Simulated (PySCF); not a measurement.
ethylene (C₂H₄), singlet, geometry from GFN2-xTB; MP2/6-311+G(2d,p) (PySCF).

Input for PySCF:
```python
from pyscf import gto, scf, mp

mol = gto.M(
    atom='''
C    -0.01328681   -0.00656652    0.65800535
C     0.01328681    0.00656652   -0.65800535
H    -0.02089650    0.90169144    1.23822259
H    -0.02873771   -0.92622134    1.21982272
H     0.02873771    0.92622134   -1.21982272
H     0.02089650   -0.90169144   -1.23822259
''',
    basis='6-311+g(2d,p)',
    verbose=4,
)

mf = scf.RHF(mol)
mf.kernel()

pt = mp.MP2(mf, frozen=2)
pt.kernel()
print('E(MP2) = %.10f' % pt.e_tot)
```

Problem. Predict the main parts of the log of this PySCF run.

Solution. 
```
PySCF version 2.14.0

[INPUT] verbose = 4
[INPUT] num. atoms = 6
[INPUT] num. electrons = 16
[INPUT] charge = 0
[INPUT] spin (= nelec alpha-beta = 2S) = 0
[INPUT] symmetry False subgroup None
[INPUT] Mole.unit = angstrom
[INPUT] Symbol           X                Y                Z      unit          X                Y                Z       unit  Magmom
[INPUT]  1 C     -0.013286810000  -0.006566520000   0.658005350000 AA   -0.025108431969  -0.012408924391   1.243449899999 Bohr   0.0
[INPUT]  2 C      0.013286810000   0.006566520000  -0.658005350000 AA    0.025108431969   0.012408924391  -1.243449899999 Bohr   0.0
[INPUT]  3 H     -0.020896500000   0.901691440000   1.238222590000 AA   -0.039488661962   1.703949870465   2.339901576350 Bohr   0.0
[INPUT]  4 H     -0.028737710000  -0.926221340000   1.219822720000 AA   -0.054306401347  -1.750304663328   2.305130861322 Bohr   0.0
[INPUT]  5 H      0.028737710000   0.926221340000  -1.219822720000 AA    0.054306401347   1.750304663328  -2.305130861322 Bohr   0.0
[INPUT]  6 H      0.020896500000  -0.901691440000  -1.238222590000 AA    0.039488661962  -1.703949870465  -2.339901576350 Bohr   0.0

nuclear repulsion = 33.6665121477744
number of shells = 38
number of NR pGTOs = 112
number of NR cGTOs = 78
basis = 6-311+g(2d,p)
ecp = {}

******** <class 'pyscf.scf.hf.RHF'> ********
method = RHF
initial guess = minao
damping factor = 0
level_shift factor = 0
DIIS = <class 'pyscf.scf.diis.CDIIS'>
diis_start_cycle = 1
diis_space = 8
diis_damp = 0
SCF conv_tol = 1e-09
SCF conv_tol_grad = None
SCF max_cycles = 50
direct_scf = True
direct_scf_tol = 1e-13
Set gradient conv threshold to 3.16228e-05
Initial guess from minao.
init E= -78.2050267820993
  HOMO = -0.292560451588113  LUMO = 0.0367369474016499  gap/eV = 8.96064
cycle= 1 E= -78.0383306025413  delta_E= 0.167  |g|= 0.233  |ddm|= 1.62
  HOMO = -0.393541813105774  LUMO = 0.0826908057803598  gap/eV = 12.95895
cycle= 2 E= -78.0576163324083  delta_E= -0.0193  |g|= 0.0588  |ddm|= 0.23
  HOMO = -0.37731374726615  LUMO = 0.0842401165120296  gap/eV = 12.55952
cycle= 3 E= -78.0591023895282  delta_E= -0.00149  |g|= 0.0112  |ddm|= 0.0777
  HOMO = -0.381608230408371  LUMO = 0.0838222292304146  gap/eV = 12.66501
cycle= 4 E= -78.059144939158  delta_E= -4.25e-05  |g|= 0.00251  |ddm|= 0.00985
  HOMO = -0.380521974575576  LUMO = 0.0838078195892217  gap/eV = 12.63506
cycle= 5 E= -78.0591482129024  delta_E= -3.27e-06  |g|= 0.000649  |ddm|= 0.00238
  HOMO = -0.380542073462944  LUMO = 0.0837874091921071  gap/eV = 12.63505
cycle= 6 E= -78.0591485174161  delta_E= -3.05e-07  |g|= 0.00015  |ddm|= 0.000931
  HOMO = -0.380507890628323  LUMO = 0.0837814721300069  gap/eV = 12.63396
cycle= 7 E= -78.0591485396649  delta_E= -2.22e-08  |g|= 1.39e-05  |ddm|= 0.000355
  HOMO = -0.380507103158582  LUMO = 0.0837809001734649  gap/eV = 12.63392
cycle= 8 E= -78.0591485398099  delta_E= -1.45e-10  |g|= 1.88e-06  |ddm|= 3.88e-05
  HOMO = -0.380506753897805  LUMO = 0.0837809564003561  gap/eV = 12.63391
Extra cycle  E= -78.0591485398108  delta_E= -9.38e-13  |g|= 6.23e-07  |ddm|= 2.7e-06
converged SCF energy = -78.0591485398108

******** <class 'pyscf.mp.mp2.RMP2'> ********
nocc = 6, nmo = 76
frozen orbitals 2
E(RMP2) = -78.361126567467  E_corr = -0.301978027656137
E(SCS-RMP2) = -78.3637803688618  E_corr = -0.304631829050939
E_corr(same-spin) = -0.0666251586189513
E_corr(oppo-spin) = -0.235352869037185
E(MP2) = -78.3611265675
```
